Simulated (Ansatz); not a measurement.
Geometry optimisation, RKS PBE/STO-3G in Ansatz.

Input:

```yaml
crystal:
  periodic: [false, false, false]
  atoms:
    - { symbol: O, position_ang: [-0.29719, 1.95397, -0.95097] }
    - { symbol: Si, position_ang: [0.50664, 0.61984, -0.57784] }
    - { symbol: O, position_ang: [-0.31828, -0.80973, -0.8318] }
    - { symbol: Si, position_ang: [-0.21955, -1.21874, 0.78015] }
    - { symbol: O, position_ang: [0.54742, 0.23605, 1.04676] }
    - { symbol: H, position_ang: [-1.18491, 2.1006, -0.62794] }
    - { symbol: H, position_ang: [1.20389, 0.84107, 1.47466] }
    - { symbol: H, position_ang: [0.69813, -2.31666, 0.96895] }
    - { symbol: H, position_ang: [-1.53277, -1.22073, 1.38594] }
basis:
  gaussian: { orbitals: STO-3G }
hamiltonian:
  xc: pbe
relax:
  f_tol: 0.02
  max_steps: 50
```

Command:

```bash
$ ansatz run input.yaml --threads 1 --pin off --max-ram 2048MiB --backend cpu --events-out ev --progress --plain --runs-dir out
```

Where does it end, and by what steps?

It converged. Limits of this set-up: minimal basis. After 11 steps the energy has fallen by 4.135 eV; H7 moved furthest, 0.66 Å. The start is strongly strained (largest force component 9 eV/Å).

| step | energy less start (eV) | largest force component (eV/Å) | accepted |
| --- | --- | --- | --- |
| 0 | 0.0000 | 8.908 | yes |
| 1 | -2.3467 | 4.352 | yes |
| 2 | -3.4390 | 1.560 | yes |
| 3 | -3.7980 | 1.329 | yes |
| 4 | -3.9614 | 1.489 | yes |
| 5 | -4.0604 | 1.099 | yes |
| 6 | -4.0227 | 0.486 | no |
| 7 | -4.1298 | 0.310 | yes |
| 8 | -4.1310 | 0.161 | yes |
| 9 | -4.1349 | 0.052 | yes |
| 10 | -4.1352 | 0.032 | yes |
| 11 | -4.1353 | 0.012 | yes |

```xyz
9
Properties=species:S:1:pos:R:3
O -0.354 2.054 -1.039
Si 0.800 0.787 -0.853
O -0.571 -0.424 -0.788
Si -0.296 -1.040 0.762
O 0.492 0.497 1.266
H -1.243 1.523 -0.903
H 1.395 0.247 1.703
H 0.687 -2.107 0.999
H -1.508 -1.352 1.523
```

Whether the end is a true minimum wasn't checked by a vibrational analysis.

Time of the run: 23 s on 1 thread of Arm Neoverse V2 (shared host), peak memory 0.1 GiB.
